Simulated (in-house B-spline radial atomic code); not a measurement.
Values are calculated unless marked as measured or tabulated.
# Two electrons in Ge: a Gaussian well −V exp(−r²/w²) with V = 211 meV and w = 18.5 nm

For Ge the NSM archive of the Ioffe Institute lists m_l = 1.6 m0, m_t = 0.08 m0 and ε = 16.2; the model takes one isotropic valley with the conductivity mass 3/(1/m_l + 2/m_t) = 0.117 m0, and so misses anisotropy and the other valleys. All triplets below are those of one valley; with several valleys two electrons can form a triplet in the 1s orbital itself, at an energy set by the valley splitting.

Effective-mass model with parabolic bands, a uniform dielectric constant, no image charges, no central-cell or spin-orbit terms. Two-electron levels come from full CI in B-splines with partial waves to l = 5 (up to 0.001 effective hartree above the limit).

**Question.** What are the effective units, and what is the potential in them?

**Answer.** Ha* = 27211.386 meV × 0.117/16.2² = 12.13 meV and a* = 0.0529177 nm × 16.2/0.117 = 7.327 nm. V = 17.4 Ha* and w = 2.53 a*.

In these units the lowest s and p orbitals lie at -14.0511 and -11.9220, and their Coulomb and exchange integrals are J_ss = 1.1688, J_sp = 0.9602 and K_sp = 0.189. Full CI gives -27.0054 for the ground singlet, -25.2197 for the sp triplet, -24.8958 for the sp singlet and -23.3226 for the lowest triplet of two s orbitals.

**Question.** What does it cost to add the second electron, to first order and exactly?

**Answer.** To first order E = 2ε_s + J_ss = -26.9334, so the charging energy E(2) − 2E(1) is J_ss = 14.18 meV. CI gives -27.0054 − 2 × (-14.0511) = 1.0968, or 13.31 meV: relaxation and correlation lower it by 0.8735 meV, 6.2 % of J_ss. The s² configuration of one-electron orbitals holds 98.7 % of the state, and the mean radius is 5.93 nm. The second electron is bound by ε_s − E = 157.2 meV, against 170.5 meV for the first.

**Question.** How far above the singlet do the triplets lie?

**Answer.** To first order the sp triplet lies at ε_s + ε_p + J_sp − K_sp = -25.2018, which is 21.01 meV above 2ε_s + J_ss. CI gives -25.2197 − (-27.0054) = 1.7857, or 21.66 meV, 84 % of the orbital spacing of 25.83 meV. The ss triplet lies 44.68 meV up, so the lower of the two is the sp one, and its gap equals k_BT at 251 K. The sp singlet-triplet splitting is 3.93 meV, against 2K_sp = 4.584 meV.
